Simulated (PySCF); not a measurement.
Working out the excitation energy of Mg⁺

Mg⁺ [Ne] 3s1 (2S) → Mg⁺ [Ne] 3p1 (2P). Computed with PySCF 2.14 in aug-cc-pCVDZ, with no relativity, point nucleus. Frozen: nothing. Energies in hartree (1 hartree = 27.21139 eV):

```
            part  Mg⁺ (lower)  Mg⁺ (upper)
             UHF  -199.365083  -199.207581
CCSD correlation    -0.174612    -0.173372
             (T)    -0.000303    -0.000271
```

Problem. What does Hartree-Fock give?

Solution. (-199.207581) − (-199.365083) = 0.157502 hartree = 4.286 eV.

Problem. What do CCSD and CCSD(T) give?

Solution. The CCSD correlation energies differ by 0.001240 hartree = 0.034 eV and the triples by 0.000032 hartree = 0.001 eV, so CCSD gives 4.320 eV and CCSD(T) 4.321 eV.

Measured between the centres of the two terms (NIST): 4.430 eV, so CCSD(T) (all electrons) is off by -0.109 eV.

A double-zeta basis recovers only part of the correlation energy.

What remains against the reference includes basis incompleteness and higher excitations.
